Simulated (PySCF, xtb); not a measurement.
BrClSe. Atoms are numbered in the order given.

```xyz
3

Se     0.7651    -0.5725     0.0000
Cl    -0.9190    -1.9544     0.0000
Br    -0.2969     1.5054     0.0000
```
Charge 0, spin multiplicity 1.

Geometry optimised at B3LYP-D3(BJ)/def2-TZVP.

Calculation: IEF-PCM-M06-2X/def2-SVP run with PySCF 2.14.0.

The values are the electrostatic part of the solvation free energy, E(continuum) − E(gas) at the gas-phase geometry, in a cavity of scaled van der Waals radii (PySCF's table); cavitation and dispersion terms are not included. In vacuum the orbital gap is 6.03 eV. The dipole moment in vacuum is 0.98 D.

```
solvent                    ε  ΔG(elec) (kcal/mol)  dipole (D)  gap (eV)
---------------------  -----  -------------------  ----------  --------
water                  78.36                 -1.8        1.36      6.10
N,N-dimethylformamide  37.22                 -1.7        1.35      6.10
tetrahydrofuran         7.43                 -1.4        1.28      6.09
```

For comparison, GFN2-xTB/ALPB(water) (xtb, at the GFN2-xTB geometry, all terms of that model) gives 0.5 kcal/mol.
